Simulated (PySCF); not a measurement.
Isomers of C4H14Si4 and their computed core-level spectra.

The calculation used delta-SCF UKS SCAN, pcX-2 on the ionised atom, pcseg-1 elsewhere, spin-free X2C (PySCF 2.14.0). Geometries: PBE0-D3(BJ)/def2-SVP; isolated species, one conformer each.

Line lists (1s up to Mg, 2p3/2 beyond; areas count atoms within a level, one atom standing for each set equivalent by bonding):
1. C 1s: 289.34 (area 1), 289.97 (area 1), 290.03 (area 1), 291.58 (area 1) eV; Si 2p3/2: 105.52 (area 1), 106.16 (area 1), 106.16 (area 1), 106.16 (area 1) eV
2. C 1s: 290.00 (area 1), 290.00 (area 1), 290.46 (area 1), 290.50 (area 1) eV; Si 2p3/2: 105.56 (area 1), 105.62 (area 1), 105.72 (area 1), 105.77 (area 1) eV
3. C 1s: 289.90 (area 1), 290.51 (area 1), 290.76 (area 1), 290.97 (area 1) eV; Si 2p3/2: 105.96 (area 1), 105.96 (area 1), 106.22 (area 1), 106.27 (area 1) eV
4. C 1s: 290.02 (area 1), 290.08 (area 1), 290.12 (area 1), 290.69 (area 1) eV; Si 2p3/2: 105.90 (area 1), 105.96 (area 1), 106.28 (area 1), 106.32 (area 1) eV
5. C 1s: 290.00 (area 1), 290.01 (area 1), 290.48 (area 2) eV; Si 2p3/2: 105.60 (area 1), 105.66 (area 2), 105.69 (area 1) eV

Structures:
A. `C#C[Si@H](CC)[SiH2][SiH2][SiH3]`
B. `[SiH3][SiH]([Si@H](C#CC)C)[SiH3]`
C. `C[Si@H]1[SiH2][Si@H](C2CC2)[SiH2]1`
D. `C[Si@@H]1[SiH2][SiH2][Si@H]1C1CC1`
E. `[SiH3][SiH2][SiH2][SiH2][C@H](C#C)C`

Match each list to its structure.

- 1 = B: another candidate has the same counts of sites, so positions decide. C 1s: 289.34 alkyne carbon, 289.97 Si-methyl carbon, 290.03 alkyne carbon, 291.58 propargylic carbon; Si 2p3/2: 105.52 SiH silicon, 106.16 SiH3 silicon, 106.16 SiH silicon, 106.16 SiH3 silicon.
- 2 = D: another candidate has the same counts of sites, so positions decide. C 1s: 290.00 Si-methyl carbon, 290.00 sp3 carbon bound to silicon, 290.46 three-membered-ring carbon, 290.50 three-membered-ring carbon; Si 2p3/2: 105.56 SiH silicon, 105.62 SiH silicon, 105.72 SiH2 silicon, 105.77 SiH2 silicon.
- 3 = E: another candidate has the same counts of sites, so positions decide. C 1s: 289.90 terminal alkyne carbon, 290.51 alkyne carbon, 290.76 methyl carbon, 290.97 sp3 carbon bound to silicon; Si 2p3/2: 105.96 SiH2 silicon, 105.96 SiH2 silicon, 106.22 SiH2 silicon, 106.27 SiH3 silicon.
- 4 = A: another candidate has the same counts of sites, so positions decide. C 1s: 290.02 alkyne carbon, 290.08 sp3 carbon bound to silicon, 290.12 terminal alkyne carbon, 290.69 methyl carbon; Si 2p3/2: 105.90 SiH2 silicon, 105.96 SiH2 silicon, 106.28 SiH3 silicon, 106.32 SiH silicon.
- 5 = C: no other candidate has these counts of sites. C 1s: 290.00 sp3 carbon bound to silicon, 290.01 Si-methyl carbon, 290.48 three-membered-ring carbon (×2); Si 2p3/2: 105.60 SiH silicon, 105.66 SiH2 silicon (×2), 105.69 SiH silicon.

For 2p shells one spin-free hole was relaxed; a mean-field spin–orbit operator and the ground-state splitting of the three 2p orbitals were then diagonalised within the shell. The shell's mean is (2 × 2p3/2 + 2p1/2)/3, and the degeneracies 2j + 1 give areas of 2:1. 3 of these hole states are spin-contaminated (⟨S²⟩ up to 0.87, against 0.75; counted from 0.85) and less certain.
